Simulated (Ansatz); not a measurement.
Reaction: CH3ClOSi (chlorosilylformaldehyde, SMILES O=C[SiH2]Cl) → CH3OSi (SMILES O=C[SiH2], doublet) + Cl (doublet) (the Cl-Si bond breaks)
Each species at its own B3LYP-D3(BJ)/def2-TZVP minimum (Ansatz, an electronic-structure program), one conformer.

Total energies in hartree (Ansatz). Radicals and triplets start from unrestricted determinants; spin-orbit coupling is neglected. Cores are frozen in correlated methods. No relativity. The UHF reference of CH3OSi (O=C[SiH2], doublet) is spin-contaminated (<S^2> up to 0.11 over the pure value in the sets run).

```tsv
species	HF/cc-pV(T+d)Z	CCSD(T)/cc-pV(T+d)Z	HF/cc-pV(Q+d)Z	CCSD(T)/cc-pV(Q+d)Z	CCSD(T)/cc-pV(D+d)Z	CCSDT(Q)/cc-pV(D+d)Z
1: CH3ClOSi (SMILES Cl[SiH2]C=O)	-863.01682	-863.77861	-863.03284	-863.84964	-863.55237	-863.55516
2: CH3OSi (SMILES C(=O)[SiH2], doublet)	-403.39947	-403.93676	-403.41168	-403.98198	-403.79121	-403.79411
3: Cl (doublet)	-459.48556	-459.67356	-459.48916	-459.69449	-459.60403	-459.60445
```

Task: Work out the bond dissociation energy (electronic) in kcal/mol: take Hartree-Fock from cc-pV(Q+d)Z, extrapolate the CCSD(T) correlation energy as X^-3 (X = 3, 4), and add CCSDT(Q) - CCSD(T) in cc-pV(D+d)Z. 1 hartree = 627.51 kcal/mol.

Result: 
Species 1: correlation (64·(-0.81680) - 27·(-0.76179))/37 = -0.85694; step -0.00279; E1 = -863.03284 + (-0.85694) + (-0.00279) = -863.89257
Species 2: correlation (64·(-0.57030) - 27·(-0.53729))/37 = -0.59439; step -0.00290; E2 = -403.41168 + (-0.59439) + (-0.00290) = -404.00897
Species 3: correlation (64·(-0.20533) - 27·(-0.18800))/37 = -0.21798; step -0.00042; E3 = -459.48916 + (-0.21798) + (-0.00042) = -459.70756
-1·E1 +1·E2 +1·E3 = 0.17604 hartree = 110.5 kcal/mol.
